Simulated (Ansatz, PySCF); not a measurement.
C4H12Ge, triplet, at the geometry of the source list (a higher spin typed on purpose: for a closed-shell molecule this is an excited state) (in this run its highest filled SCF level lies above zero, so its values depend strongly on the basis, on diffuse functions most of all). Base run: PySCF with B3LYP/STO-3G.

Geometry (Å):
```xyz
17

Ge     1.8572     0.9232    -0.0201
C      0.5555    -0.1133     1.0458
C     -0.7779    -0.4390     0.3732
C     -0.5996    -1.5068    -0.7006
C     -1.4034     0.8152    -0.2247
H      3.1721     0.9482     0.6937
H      2.1260     0.3686    -1.3844
H      1.4478     2.3493    -0.2018
H      0.3666     0.4606     1.9570
H      1.0361    -1.0423     1.3610
H     -1.4563    -0.8356     1.1409
H      0.1220    -1.1720    -1.4436
H     -1.5441    -1.7063    -1.2011
H     -0.2390    -2.4365    -0.2639
H     -0.8278     1.1354    -1.0943
H     -1.4079     1.6239     0.5035
H     -2.4273     0.6274    -0.5406
```
Charge 0, spin multiplicity 3.
Orbitals are unrestricted.
All else is at PySCF's defaults.

The same geometry, method and basis name were run in Ansatz (a quantum-chemistry and plane-wave program) and PySCF, at each program's defaults and at the settings that a row names. The base is PySCF at its defaults. Differences at the defaults can come from grids, fitting, cores and function types together.

| code and settings | ΔE vs base (µEh) | basis functions | E (Eh) | SCF cycles | dipole (D) |
|---|---|---|---|---|---|
| PySCF, defaults (exact integrals, its default grid, spherical functions) | 0.0 | 50 | -2210.46508 | 17 | 0.30 |
| Ansatz, defaults (factorised integrals, its default grid, spherical functions) | 28.6 | 50 | -2210.46505 | - | - |
| PySCF, density fitting with def2-universal-jkfit | -2817 | 50 | -2210.46790 | 17 | 0.30 |
| PySCF, fine grid | 20.4 | 50 | -2210.46506 | 17 | 0.30 |
| Ansatz, high accuracy | 22.5 | 50 | -2210.46506 | - | - |

Open shells are given as the SCF converged; they aren't shown to be the lowest states, and a large step between rows can be another state.
